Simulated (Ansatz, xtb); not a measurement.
# Isomers of ClH8NSi3 in order of energy

4 gas-phase structures of ClH8NSi3, found in a search over its isomers (lower ones may exist). Each was relaxed with GFN2-xTB; where two conformers were screened, the lower at r2SCAN-D4/def2-SVP is listed:

A. `[SiH3]N([SiH3])[SiH2]Cl`, a singlet
B. `[SiH3]N[Si@H]([SiH3])Cl`, a singlet
C. `[SiH3][SiH2]N[SiH2]Cl`, a singlet
D. `[SiH3]N[SiH2][SiH2]Cl`, a singlet

Problem. Estimate their order in r2SCAN-D4/def2-SVP energy at these geometries, lowest first.

Solution. Calculated order at r2SCAN-D4/def2-SVP: A (0.0), B (9.9), C (12.7), D (16.5) kcal/mol.

Energies above the lowest of each column, in kcal/mol; the last columns are at B3LYP/6-31G* geometries (a dash: not run or not comparable):

```csv
structure,GFN2-xTB,HF/STO-3G,r2SCAN-D4/def2-SVP,B3LYP/6-31G*,CCSD(T)/def2-SVP + ΔMP2/def2-TZVPP
A,0.0,0.0,0.0,0.0,0.0
B,24.7,3.5,9.9,10.8,–
C,24.8,8.8,12.7,10.6,14.7
D,24.0,9.7,16.5,16.7,–
```

Every level run on A puts it lowest or level with the lowest. Flexible structures stand in one conformer each, not always the lowest. Frequencies (B3LYP/6-31G*) were run for A, C alone. ΔMP2 is the change of the MP2 energy from the smaller to the larger basis.

Over these structures GFN2-xTB departs from r2SCAN-D4/def2-SVP by 4.8 kcal/mol on average once a common shift is removed. A GFN2-xTB relaxation took about 0.3 s and the r2SCAN-D4/def2-SVP energy about 2.5 s on a shared host (Ansatz 0.2.0, xtb 6.7.1 (Pople sets with spherical d functions)).
